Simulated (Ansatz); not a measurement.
Relaxation of C₄H₇Al (12 atoms, charge 0, multiplicity 1), to a largest force component of 0.02 eV/Å in at most 40 steps.

Theory: UKS PBE/STO-3G (Ansatz).

```xyz
12
Properties=species:S:1:pos:R:3
C -0.980 2.837 1.032
C -0.378 1.868 1.059
Al 0.645 0.244 1.107
C 0.187 -1.335 0.039
C 0.057 -1.022 -1.460
H -1.603 3.786 0.985
H 2.029 0.177 2.014
H -0.851 -1.654 0.384
H 0.843 -2.151 0.256
H 1.058 -0.697 -1.783
H -0.689 -0.202 -1.607
H -0.242 -1.907 -1.993
```

**Question.** Where does it end, and by what steps?

**Answer.** The run converged. Limits of this set-up: minimal basis. After 5 steps the energy has fallen by 0.903 eV; H7 moved furthest, 0.13 Å. The start is strongly strained (largest force component 11 eV/Å).

```tsv
step	energy less start (eV)	largest force component (eV/Å)	accepted
0	0.0000	11.495	yes
1	-0.8348	1.490	yes
2	-0.8996	0.273	yes
3	-0.9019	0.057	yes
4	-0.9021	0.085	yes
5	-0.9026	0.011	yes
```

```xyz
12
Properties=species:S:1:pos:R:3
C -0.984 2.810 0.989
C -0.316 1.787 1.049
Al 0.709 0.217 1.152
C 0.169 -1.299 0.094
C 0.050 -0.985 -1.430
H -1.578 3.720 0.936
H 1.918 0.216 2.058
H -0.819 -1.664 0.442
H 0.871 -2.145 0.224
H 1.024 -0.678 -1.860
H -0.670 -0.165 -1.619
H -0.296 -1.869 -2.002
```

Whether the end is a true minimum wasn't checked by a vibrational analysis.

Run time: 23 s on 1 thread of Arm Neoverse V1, on a shared host, peak memory 0.13 GiB.
